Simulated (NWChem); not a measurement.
Program: NWChem. System: H₅NTi, charge 0, spin multiplicity 1, at a geometry optimised with PBE0/def2-SVP. The structure started from a generated list of species. Level: CR-EOMCCSD(T)/def2-SVP, 6 core orbitals frozen.

Input file:

```
start mol
memory heap 100 mb stack 700 mb global 1900 mb
geometry units angstroms nocenter noautoz noautosym
  Ti     0.337059    -0.329098     0.005981
  N     -0.986100     0.930280     0.000038
  H     -0.827136     1.912168     0.225281
  H     -1.965700     0.769714    -0.233046
  H      1.398108    -0.000540     1.296105
  H     -0.298434    -1.910972     0.015790
  H      1.180569    -0.042167    -1.435983
end
basis spherical
  * library def2-svp
end
scf
  rhf
  nopen 0
  maxiter 100
  thresh 1e-7
  semidirect memsize 60000000 filesize 0
end
tce
  freeze core 6
  creomsd(t)
  nroots 3
  2eorb
  2emet 13
  thresh 1e-5
  maxiter 200
  tilesize 24
end
task tce energy
```

Output (cleaned and shortened):

```
             Northwest Computational Chemistry Package (NWChem) 7.3.0
             --------------------------------------------------------

                                NWChem Input Module
                                -------------------

 Scaling coordinates for geometry "geometry" by  1.889725989
 (inverse scale =  0.529177249)

                             Geometry "geometry" -> ""
                             -------------------------

 Output coordinates in angstroms (scale by  1.889725989 to convert to a.u.)

  No.       Tag          Charge          X              Y              Z
 ---- ---------------- ---------- -------------- -------------- --------------
    1 Ti                  22.0000     0.33705900    -0.32909800     0.00598100
    2 N                    7.0000    -0.98610000     0.93028000     0.00003800
    3 H                    1.0000    -0.82713600     1.91216800     0.22528100
    4 H                    1.0000    -1.96570000     0.76971400    -0.23304600
    5 H                    1.0000     1.39810800    -0.00054000     1.29610500
    6 H                    1.0000    -0.29843400    -1.91097200     0.01579000
    7 H                    1.0000     1.18056900    -0.04216700    -1.43598300

 Effective nuclear repulsion energy (a.u.)      87.2535211887

            Nuclear Dipole moment (a.u.)
            ----------------------------
        X                 Y               Z
 ---------------- ---------------- ----------------
     0.0000094486     0.0000132281    -0.0000094486


 Summary of "ao basis" -> "" (spherical)
 ------------------------------------------------------------------------------
       Tag                 Description            Shells   Functions and Types
 ---------------- ------------------------------  ------  ---------------------
 *                          def2-svp                  on all atoms

 Summary of "ao basis" -> "ao basis" (spherical)
 ------------------------------------------------------------------------------
       Tag                 Description            Shells   Functions and Types
 ---------------- ------------------------------  ------  ---------------------
 Ti                         def2-svp                11       31   5s3p2d1f
 N                          def2-svp                 6       14   3s2p1d
 H                          def2-svp                 3        5   2s1p

                                 NWChem SCF Module
                                 -----------------

  ao basis        = "ao basis"
  functions       =    70
  atoms           =     7
  closed shells   =    17
  open shells     =     0
  charge          =   0.00
  wavefunction    = RHF
  use symmetry    = F
  symmetry adapt  = F

 Summary of "ao basis" -> "ao basis" (spherical)
 ------------------------------------------------------------------------------
       Tag                 Description            Shells   Functions and Types
 ---------------- ------------------------------  ------  ---------------------
 Ti                         def2-svp                11       31   5s3p2d1f
 N                          def2-svp                 6       14   3s2p1d
 H                          def2-svp                 3        5   2s1p

 Forming initial guess at       0.0s

      Superposition of Atomic Density Guess
      -------------------------------------

 Sum of atomic energies:        -904.99912322

      Non-variational initial energy
      ------------------------------

 Total energy =    -905.131624
[...]
   0.0041230502926   0.1426355986623    3.88131     2.9     2.9

 Iteration  28 using   84 trial vectors
   0.0007757130526   0.1257659207971    3.42227
   0.0025724240835   0.1370517099791    3.72937
   0.0028029994340   0.1426277907331    3.88110     2.9     2.9

 Iteration  29 using   87 trial vectors
   0.0004230274789   0.1257652981221    3.42225
   0.0015086741558   0.1370727300655    3.72994
   0.0017461061734   0.1426431116487    3.88152     3.0     3.0

 Iteration  30 using   90 trial vectors
   0.0002542266440   0.1257628650516    3.42218
   0.0009755283234   0.1370652761269    3.72974
   0.0011815973910   0.1426312291728    3.88119     3.1     3.1

 Iteration  31 using   93 trial vectors
   0.0001398208014   0.1257636322353    3.42220
   0.0005620258021   0.1370640056330    3.72970
   0.0006986673309   0.1426314809575    3.88120     3.0     3.0

 Iteration  32 using   96 trial vectors
   0.0000928864052   0.1257635927495    3.42220
   0.0003817783097   0.1370696013255    3.72986
   0.0004740893538   0.1426295964822    3.88115     3.1     3.1

 Iteration  33 using   99 trial vectors
   0.0000604298256   0.1257635486986    3.42220
   0.0002704819028   0.1370667013829    3.72978
   0.0003527541552   0.1426302715815    3.88117     3.2     3.2

 Iteration  34 using  102 trial vectors
   0.0000317599663   0.1257637932144    3.42221
   0.0001541071969   0.1370690231216    3.72984
   0.0002112662462   0.1426298858047    3.88116     3.2     3.2

 Iteration  35 using  105 trial vectors
   0.0000149081460   0.1257637735414    3.42221
   0.0000759809837   0.1370692183044    3.72984
   0.0001070021145   0.1426302593742    3.88117     3.2     3.2

 Iteration  36 using  108 trial vectors
   0.0000067963385   0.1257637403608    3.42221
   0.0000357198138   0.1370685410391    3.72983
   0.0000509079018   0.1426297041659    3.88115     3.1     3.1

 Iteration  37 using  110 trial vectors
   0.0000028998892   0.1257637526269    3.42221
   0.0000154515223   0.1370687988287    3.72983
   0.0000220518813   0.1426296327726    3.88115     2.7     2.7

 Iteration  38 using  112 trial vectors
   0.0000016543145   0.1257637460197    3.42221
   0.0000085186079   0.1370687997274    3.72983
   0.0000119442645   0.1426296268467    3.88115     2.5     2.5

 Iteration  39 using  113 trial vectors
   0.0000010315203   0.1257637457136    3.42221
   0.0000047757791   0.1370687878878    3.72983
   0.0000066570745   0.1426296039980    3.88115     1.9     1.9
 --------------------------------------------------------------
 Iterations converged
 ------------------

 Excited state root  1
 Excitation energy / hartree =        0.125763745713611
                   / eV      =        3.422207099632742
 largest EOMCCSD amplitudes: R1 and R2

 Singles contributions
    19a   (alpha) ---    15a   (alpha)        0.2420799278
    19a   (alpha) ---    17a   (alpha)        0.1649451078
    20a   (alpha) ---    16a   (alpha)       -0.1904296918
    21a   (alpha) ---    14a   (alpha)        0.1310872099
    21a   (alpha) ---    15a   (alpha)       -0.6898834379
    21a   (alpha) ---    17a   (alpha)       -0.3573154859
    22a   (alpha) ---    15a   (alpha)        0.1530481305
    23a   (alpha) ---    16a   (alpha)       -0.1193056886

 Doubles contributions
 ------------------

 Excited state root  2
 Excitation energy / hartree =        0.137068787887757
                   / eV      =        3.729833080160651
 largest EOMCCSD amplitudes: R1 and R2

 Singles contributions
    19a   (alpha) ---    16a   (alpha)        0.2128213036
    20a   (alpha) ---    15a   (alpha)       -0.3007379563
    20a   (alpha) ---    17a   (alpha)       -0.1477559737
    21a   (alpha) ---    16a   (alpha)       -0.7394134409
    23a   (alpha) ---    15a   (alpha)       -0.2083555282
    23a   (alpha) ---    17a   (alpha)       -0.1045537292

 Doubles contributions
 ------------------

 Excited state root  3
 Excitation energy / hartree =        0.142629603998048
                   / eV      =        3.881150649977039
 largest EOMCCSD amplitudes: R1 and R2

 Singles contributions
    18a   (alpha) ---    16a   (alpha)        0.2052797181
    19a   (alpha) ---    16a   (alpha)       -0.1307786865
    20a   (alpha) ---    16a   (alpha)       -0.6752964496
    21a   (alpha) ---    15a   (alpha)        0.1566869250
    21a   (alpha) ---    17a   (alpha)        0.1209639859
    22a   (alpha) ---    16a   (alpha)       -0.1210157149
    23a   (alpha) ---    16a   (alpha)       -0.4438280009

 Doubles contributions
======= CR-EOMCCSD(T) calculation ======
corresponding R0 value =    -0.000285

CR-EOMCCSD(T) Intermediates cpu wall time             2.3            2.3
 cr_N i1_1 nr of boxes                     9
 cr_N i1_2 nr of boxes                    72
 creom_N i2_1 nr of boxes                     9
 creom_N i2_2 nr of boxes                    72
 creom_N i2_3 nr of boxes                     9
 creom_N i2_4 nr of boxes                    72

CR-EOMCCSD(T) triples loop cpu wall            87.2           87.2

 CR-EOMCCSD(T)  total energy / hartree       =      -905.924121249025461
 CR-EOMCCSD(T)  excitation energy (eV)       =      3.42122

======= CR-EOMCCSD(T) calculation ======
corresponding R0 value =    -0.002819

CR-EOMCCSD(T) Intermediates cpu wall time             2.4            2.4
 cr_N i1_1 nr of boxes                     9
 cr_N i1_2 nr of boxes                    72
 creom_N i2_1 nr of boxes                     9
 creom_N i2_2 nr of boxes                    72
 creom_N i2_3 nr of boxes                     9
 creom_N i2_4 nr of boxes                    72

CR-EOMCCSD(T) triples loop cpu wall            84.7           84.7

 CR-EOMCCSD(T)  total energy / hartree       =      -905.912597348614440
 CR-EOMCCSD(T)  excitation energy (eV)       =      3.73480

======= CR-EOMCCSD(T) calculation ======
corresponding R0 value =     0.000086

CR-EOMCCSD(T) Intermediates cpu wall time             2.3            2.3
 cr_N i1_1 nr of boxes                     9
 cr_N i1_2 nr of boxes                    72
 creom_N i2_1 nr of boxes                     9
 creom_N i2_2 nr of boxes                    72
 creom_N i2_3 nr of boxes                     9
 creom_N i2_4 nr of boxes                    72

CR-EOMCCSD(T) triples loop cpu wall            87.4           87.4

 CR-EOMCCSD(T)  total energy / hartree       =      -905.907956967306063
 CR-EOMCCSD(T)  excitation energy (eV)       =      3.86107

 Task  times  cpu:      377.0s     wall:      377.0s

 Total times  cpu:      377.0s     wall:      377.0s
```
